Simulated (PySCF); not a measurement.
## Electron correlation in Rh²⁺ (rhodium, charge +2)

[Kr] 4d7, high-spin 4F determinant. Calculation: PySCF 2.14, in def2-TZVPPD with the def2 core potential (28 electrons); scalar relativity through the core potential. Frozen: nothing; 15 electrons correlated.

```tsv
level	correlation energy (mhartree)
CCSD	-432.64
(T)	-9.27
CCSD(T)	-441.91
```

Diagnostics: T1 = 0.0047, D1 = 0.0091, largest double amplitude 0.025.

Cost of the coupled-cluster step: of the order of 23 core-seconds, for 15 correlated electrons.

The basis has no tight functions for the innermost shells, so their pair energies are far from complete.

This basis was not built for core-valence correlation, so the inner-shell part is incomplete.
